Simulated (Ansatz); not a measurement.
Correlation energies of C$_{3}$H$_{5}$BO$_{4}$ (`O[B-]1(O)OC=CC=[O+]1`) by basis set

Cartesian coordinates in Å:
```
O 1.668 1.645 -0.186
B 1.228 0.328 -0.254
O 2.230 -0.565 -0.614
O 0.027 0.219 -1.269
C -1.161 -0.093 -0.958
C -1.572 -0.409 0.326
C -0.609 -0.394 1.322
O 0.607 -0.098 1.131
H 0.985 2.269 0.059
H 1.937 -1.475 -0.660
H -1.872 -0.104 -1.787
H -2.597 -0.671 0.539
H -0.871 -0.652 2.351
```

The species carries charge 0 and has multiplicity 1. All single points use the PBE0-D4/def2-TZVP geometry. It is one conformer, not always the lowest. Frozen core, restricted reference, Ansatz.

| basis | HF (Eh) | MP2 corr. | CCSD corr. | (T) | CCSD(T) total |
| --- | --- | --- | --- | --- | --- |
| def2-SVP | -440.44436 | -1.19732 | -1.23358 | -0.03982 | -441.71776 |
| def2-TZVPP | -440.96991 | -1.50481 | – | – | – |
| def2-QZVPP | -440.98973 | -1.61829 | – | – | – |
